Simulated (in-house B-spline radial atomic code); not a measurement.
Values are calculated unless marked as measured or tabulated.
From levels and matrix elements to observables: the tantalum ion Ta⁶²⁺

One electron outside the [He] 2s2 2p6 core, from a B-spline radial code for spherical atoms: Brueckner orbitals with a screened correlation potential on Dirac-Hartree-Fock, Breit and QED terms for the lowest states, dipole elements in length form with static core polarisation. The core's own polarisability, by RPA, is 4.743e-05 bohr³.

```tsv
state	removal energy (cm⁻¹)	size of the reduced dipole element to 3s1/2 (a.u.)
3s1/2	55658074	-
4s1/2	30281429	-
3p1/2	54397891	0.1435
3p3/2	51573286	0.2113
4p1/2	29760826	0.05755
4p3/2	28604402	0.0607
```

Use R = 109737.3 cm⁻¹, 1 hartree = 219474.6 cm⁻¹, c = 137.036 and 1 a.u. of rate = 4.1341e16 s⁻¹.

Find the quantum defects of the two s states and predict 5s1/2.

With n* = 63 √(R/E): 3s1/2 has n* = 2.7974, δ = 0.2026; 4s1/2 has n* = 3.7925, δ = 0.2075. Ritz's form δ = δ0 + b/n*² gives b = -0.083, δ0 = 0.2133, so with n* ≈ 5 − 0.2075, δ = 0.2096 and E = R × 63²/(5 − 0.2096)² = 18980072 cm⁻¹. The program finds 19006599 cm⁻¹. In so highly charged an ion δ holds relativistic, Breit and QED shifts that Ritz's form doesn't follow, and the higher level lacks the last two.

What are the wavelength, oscillator strength and rate of 3s1/2–3p3/2?

ΔE = 4084788 cm⁻¹ = 18.61166 hartree, λ = 2.4481 nm in vacuum. f = (2/3) ΔE D²/(2j + 1 of the lower state) = (2/3) × 18.61166 × 0.2113²/2 = 0.2770. A = (4/3) ΔE³ D²/(c³ (2j' + 1)) = 3.7285e-05 a.u. = 1.541e+12 s⁻¹, a partial lifetime of 0.0006488 ns.
